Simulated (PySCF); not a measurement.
CH6OSi (SMILES CO[SiH3]), singlet, at a GFN2-xTB geometry; PBE/6-31G, TDDFT in PySCF.

The PySCF input:
```python
from pyscf import gto, scf, dft, tdscf

mol = gto.M(
    atom='''
Si    1.037084   -0.239241    0.132351
O    -0.431336   -0.002272   -0.510801
C    -1.601958    0.437848    0.101773
H     1.736082   -0.682151   -1.060803
H     1.573417    0.999130    0.707819
H     0.997193   -1.242698    1.201766
H    -1.464619    1.427823    0.544815
H    -2.382722    0.492420   -0.658526
H    -1.916099   -0.254070    0.887789
''',
    basis='6-31g',
    charge=0,
    spin=0,
    verbose=4,
)

mf = dft.RKS(mol)
mf.xc = 'pbe'
mf.kernel()
td = mf.TDDFT()
td.nstates = 5
td.kernel()
td.analyze()
```

It wrote (shortened):

```
PySCF version 2.14.0

[INPUT] verbose = 4
[INPUT] num. atoms = 9
[INPUT] num. electrons = 34
[INPUT] charge = 0
[INPUT] spin (= nelec alpha-beta = 2S) = 0
[INPUT] symmetry False subgroup None
[INPUT] Mole.unit = angstrom
[INPUT] Symbol           X                Y                Z      unit          X                Y                Z       unit  Magmom
[INPUT]  1 Si     1.037084000000  -0.239241000000   0.132351000000 AA    1.959804728168  -0.452099967767   0.250107142312 Bohr   0.0
[INPUT]  2 O     -0.431336000000  -0.002272000000  -0.510801000000 AA   -0.815106907665  -0.004293457755  -0.965273994154 Bohr   0.0
[INPUT]  3 C     -1.601958000000   0.437848000000   0.101773000000 AA   -3.027261883056   0.827412804189   0.192323096875 Bohr   0.0
[INPUT]  4 H      1.736082000000  -0.682151000000  -1.060803000000 AA    3.280719509787  -1.289078565598  -2.004627142117 Bohr   0.0
[INPUT]  5 H      1.573417000000   0.999130000000   0.707819000000 AA    2.973327209735   1.888082062837   1.337584055764 Bohr   0.0
[INPUT]  6 H      0.997193000000  -1.242698000000   1.201766000000 AA    1.884421663333  -2.348358875545   2.271008605814 Bohr   0.0
[INPUT]  7 H     -1.464619000000   1.427823000000   0.544815000000 AA   -2.767728786834   2.698194424355   1.029551138555 Bohr   0.0
[INPUT]  8 H     -2.382722000000   0.492420000000  -0.658526000000 AA   -4.502692010976   0.930538938258  -1.244433785905 Bohr   0.0
[INPUT]  9 H     -1.916099000000  -0.254070000000   0.887789000000 AA   -3.620902337553  -0.480122716468   1.677678066401 Bohr   0.0

nuclear repulsion = 118.928906734525
number of shells = 29
number of NR pGTOs = 114
number of NR cGTOs = 43
basis = 6-31g
ecp = {}

******** <class 'pyscf.dft.rks.RKS'> ********
method = RKS
initial guess = minao
damping factor = 0
level_shift factor = 0
DIIS = <class 'pyscf.scf.diis.CDIIS'>
diis_start_cycle = 1
diis_space = 8
diis_damp = 0
SCF conv_tol = 1e-09
SCF conv_tol_grad = None
SCF max_cycles = 50
direct_scf = True
direct_scf_tol = 1e-13
XC library pyscf.dft.libxc version 7.1.2
    S. Lehtola, C. Steigemann, M. J. T. Oliveira, and M. A. L. Marques,  SoftwareX 7, 1–5 (2018)
XC functionals = pbe
    J. P. Perdew, K. Burke, and M. Ernzerhof,  Phys. Rev. Lett. 77, 3865 (1996)
    J. P. Perdew, K. Burke, and M. Ernzerhof,  Phys. Rev. Lett. 78, 1396 (1997)
    J. P. Perdew, K. Burke, and M. Ernzerhof,  Phys. Rev. Lett. 77, 3865 (1996)
    J. P. Perdew, K. Burke, and M. Ernzerhof,  Phys. Rev. Lett. 78, 1396 (1997)
radial grids:
    Treutler-Ahlrichs [JCP 102, 346 (1995); DOI:10.1063/1.469408] (M4) radial grids

becke partition: Becke, JCP 88, 2547 (1988); DOI:10.1063/1.454033
pruning grids: <function nwchem_prune>
grids dens level: 3
symmetrized grids: False
atomic radii adjust function: <function treutler_atomic_radii_adjust>
small_rho_cutoff = 0
Set gradient conv threshold to 3.16228e-05
Initial guess from minao.
tot grids = 106232
init E= -406.17841454628
  HOMO = -0.328491092645526  LUMO = -0.0451771549221149  gap/eV = 7.70936
cycle= 1 E= -405.918448543908  delta_E= 0.26  |g|= 0.74  |ddm|= 2.54
  HOMO = -0.0562889868512091  LUMO = 0.0183844383023606  gap/eV = 2.03197
cycle= 2 E= -405.196761450474  delta_E= 0.722  |g|= 1.97  |ddm|= 3.42
  HOMO = -0.230465639166217  LUMO = -0.00598265452438151  gap/eV = 6.10849
cycle= 3 E= -406.029494929935  delta_E= -0.833  |g|= 0.072  |ddm|= 2.93
  HOMO = -0.221480380964761  LUMO = -0.00874795036596465  gap/eV = 5.78874
cycle= 4 E= -406.030656049131  delta_E= -0.00116  |g|= 0.0563  |ddm|= 0.185
  HOMO = -0.221695927212072  LUMO = -0.00888195441319417  gap/eV = 5.79096
cycle= 5 E= -406.031395731456  delta_E= -0.00074  |g|= 0.0139  |ddm|= 0.0545
  HOMO = -0.222957120099922  LUMO = -0.00871957021774228  gap/eV = 5.82970
cycle= 6 E= -406.031455755685  delta_E= -6e-05  |g|= 0.00189  |ddm|= 0.02
  HOMO = -0.222957238743087  LUMO = -0.00852110528433148  gap/eV = 5.83510
cycle= 7 E= -406.031456825502  delta_E= -1.07e-06  |g|= 0.000494  |ddm|= 0.00307
  HOMO = -0.223050782077189  LUMO = -0.00858020222225075  gap/eV = 5.83604
cycle= 8 E= -406.031456893608  delta_E= -6.81e-08  |g|= 4.49e-05  |ddm|= 0.000755
  HOMO = -0.223054110201885  LUMO = -0.00857945104022284  gap/eV = 5.83615
cycle= 9 E= -406.031456894159  delta_E= -5.51e-10  |g|= 8.74e-06  |ddm|= 6.76e-05
  HOMO = -0.223057350906232  LUMO = -0.0085802101209167  gap/eV = 5.83622
Extra cycle  E= -406.031456894123  delta_E= 3.58e-11  |g|= 1.61e-05  |ddm|= 2.84e-05
converged SCF energy = -406.031456894123

******** <class 'pyscf.tdscf.rks.CasidaTDDFT'> for <class 'pyscf.dft.rks.RKS'> ********
nstates = 5 singlet
deg_eia_thresh = 1.000e-03
wfnsym = None
conv_tol = 1e-05
eigh lindep = 1e-12
eigh level_shift = 0
eigh max_cycle = 100

Excitation energies (eV)
[5.95938672 6.47335186 8.13443555 8.41757614 8.6572954 ]

** Singlet excitation energies and oscillator strengths **
Excited State   1:      5.95939 eV    208.05 nm  f=0.0001
      17 -> 18       -0.70631
Excited State   2:      6.47335 eV    191.53 nm  f=0.0182
      16 -> 18       -0.70351
Excited State   3:      8.13444 eV    152.42 nm  f=0.0018
      16 -> 20       -0.10142
      17 -> 19        0.69666
Excited State   4:      8.41758 eV    147.29 nm  f=0.0445
      15 -> 18        0.11020
      16 -> 19       -0.30347
      16 -> 21       -0.12339
      17 -> 20        0.60968
Excited State   5:      8.65730 eV    143.21 nm  f=0.0028
      16 -> 20        0.66605
      17 -> 21       -0.19089

** Transition electric dipole moments (AU) **
state          X           Y           Z        Dip. S.      Osc.
  1        -0.0066     -0.0183      0.0032      0.0004      0.0001
  2         0.3281     -0.0795      0.0292      0.1148      0.0182
  3        -0.0111     -0.0919      0.0203      0.0090      0.0018
  4         0.4500     -0.0881      0.0737      0.2157      0.0445
  5        -0.0188     -0.1111      0.0192      0.0131      0.0028

** Transition velocity dipole moments (imaginary part, AU) **
state          X           Y           Z        Dip. S.      Osc.
  1         0.0135      0.0534     -0.0123      0.0032      0.0097
  2         0.0897     -0.0076      0.0711      0.0132      0.0369
  3        -0.0126     -0.0596      0.0134      0.0039      0.0087
  4         0.0944     -0.0118      0.0374      0.0104      0.0225
  5        -0.0025     -0.0160      0.0019      0.0003      0.0006

** Transition magnetic dipole moments (imaginary part, AU) **
state          X           Y           Z
  1        -0.1453      0.0805      0.1773
  2        -0.0406     -0.1663      0.0336
  3         0.6620     -0.2473     -0.4008
  4         0.0407      0.1860     -0.0110
  5        -0.3712      0.0531     -0.2051
```
